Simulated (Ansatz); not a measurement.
Compare A (`C[Si](N)(Cl)Cl`) with its isomer B (`N[SiH](Cl)CCl`).

Calculated with Ansatz (gas phase, PBE0-D4/def2-TZVP geometries, no zero-point term in ΔE). CCSD(T)/CBS adds triple-zeta CCSD(T) − MP2 to the extrapolated MP2 energy (def2 sets, frozen cores). Functionals use def2-TZVPP. B3LYP here is the variant with VWN-RPA as its local correlation; programs differ in this. One conformer a species, not always the lowest.

Question: Which is lower in electronic energy at CCSD(T)/CBS, and by how much? (Estimate.)

Answer: The calculation gave: A, by 43.6 kcal/mol.

Question: Give E(B) − E(A) in kcal/mol with CCSD/def2-TZVPP, PBE0-D4, B3LYP-D4, B3LYP, B2PLYP, HF/def2-TZVPP, BLYP-D4. (Best estimate.)

Answer: The calculation gave: CCSD/def2-TZVPP 43.4, PBE0-D4 43.6, B3LYP-D4 43.0, B3LYP 42.7, B2PLYP 43.5, HF/def2-TZVPP 44.0, BLYP-D4 41.8. None reverses the order clearly.

Question: Does the order hold for the free energy at 298.15 K (harmonic terms from PBE0-D4)? (Estimate.)

Answer: The calculation gave: Yes: G(B) − G(A) = +42.8 kcal/mol, for one conformer each.

Largest T1 diagnostic: 0.009.

From PBE to PBE0 (25 % exact exchange), in def2-TZVPP and without D4, E(B) − E(A) moves by +1.3 kcal/mol. At CCSD(T), def2-SVP lies −1.2 kcal/mol from the extrapolated value and def2-TZVPP −0.4 kcal/mol.
